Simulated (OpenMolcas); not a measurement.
**Fe3+: ligand-field states by method**

Fe3+ with 5 ligands (oxide) in square pyramidal coordination (C4v) at 1.96 Å, the axial distance 2.215 Å. A charge of +1.4 e stands 2.6 Å behind each ligand. Ligand basis ANO-RCC-VDZP.
```
Fe    0.0000    0.0000    0.0000
O     1.9600    0.0000    0.0000
O     0.0000    1.9600    0.0000
O    -1.9600    0.0000    0.0000
O     0.0000   -1.9600    0.0000
O     0.0000    0.0000    2.2148
```

```
Program             : OpenMolcas 26.06
Basis               : ANO-RCC-VDZP [5s4p2d1f]
Scalar Hamiltonian  : DKH2, point nucleus
Active space        : 5 electrons in 5 orbitals (3d)
State averaging     : 2S+1 = 6 even, 1 root; 2S+1 = 4 even, 24 roots; 2S+1 = 2 even, 75 roots
Spin-orbit coupling : state interaction with AMFI integrals over the reference wave functions
```

I. CASSCF
II. SS-CASPT2, IPEA 0.25 Eh, imaginary shift 0.1 Eh (closed shells correlated: 3s 3p and the ligand valence shells)

Spin-free states in cm-1, each column counted from its own energy of the first state listed:

```json
{"State": "2S+1 = 6", "Degeneracy": "1", "I": "0", "II": "0"}
{"State": "2S+1 = 4", "Degeneracy": "1", "I": "25408", "II": "16830"}
{"State": "2S+1 = 4", "Degeneracy": "2", "I": "26536", "II": "17150"}
{"State": "2S+1 = 4", "Degeneracy": "1", "I": "29117", "II": "19080"}
{"State": "2S+1 = 4", "Degeneracy": "1", "I": "33665", "II": "25810"}
{"State": "2S+1 = 4", "Degeneracy": "2", "I": "33756", "II": "25690"}
{"State": "2S+1 = 4", "Degeneracy": "1", "I": "34022", "II": "26230"}
{"State": "2S+1 = 4", "Degeneracy": "1", "I": "34300", "II": "26340"}
{"State": "2S+1 = 4", "Degeneracy": "2", "I": "38555", "II": "29490"}
{"State": "2S+1 = 4", "Degeneracy": "1", "I": "39087", "II": "28980"}
{"State": "2S+1 = 2", "Degeneracy": "1", "I": "39708", "II": "26360"}
{"State": "2S+1 = 2", "Degeneracy": "2", "I": "40090", "II": "26280"}
{"State": "2S+1 = 2", "Degeneracy": "1", "I": "40846", "II": "27240"}
{"State": "2S+1 = 4", "Degeneracy": "1", "I": "42085", "II": "32030"}
{"State": "2S+1 = 4", "Degeneracy": "1", "I": "42206", "II": "31920"}
{"State": "2S+1 = 2", "Degeneracy": "1", "I": "42271", "II": "27410"}
{"State": "2S+1 = 2", "Degeneracy": "1", "I": "42767", "II": "28290"}
{"State": "2S+1 = 4", "Degeneracy": "2", "I": "43369", "II": "32820"}
{"State": "2S+1 = 2", "Degeneracy": "2", "I": "43371", "II": "28470"}
{"State": "2S+1 = 2", "Degeneracy": "1", "I": "43741", "II": "28540"}
```

From I to II, I's first state of another spin (2S+1 = 4) moves from 25408 to 16830 cm-1, by about -8600 cm-1.

χT at 300 K: I 4.39, II 4.38 cm3 K/mol.

Over all roots computed the reference weight is 0.63 to 0.67 in II; a low but even weight reflects the number of correlated electrons. The oxide ions are held by bare point charges, a crude embedding. Ligand-to-metal charge-transfer states are missing. With no ligand orbital active B as a rule stays too high, so bands that hang on it stand too high and its fall with covalency is understated. Without dynamic correlation the repulsion within the d shell is too large (B by tens of per cent), so at a given field states of lower spin stand too high (holds for I). With metal d orbitals alone and no dynamic correlation the field as a rule comes out too small, by tens of per cent, by up to half for chloride and softer ligands (holds for I). No measured value stands beside these numbers; the geometry is a model, was not optimised and need not be the one that this ion takes.

A state without a sure symmetry label is named by its multiplicity alone.
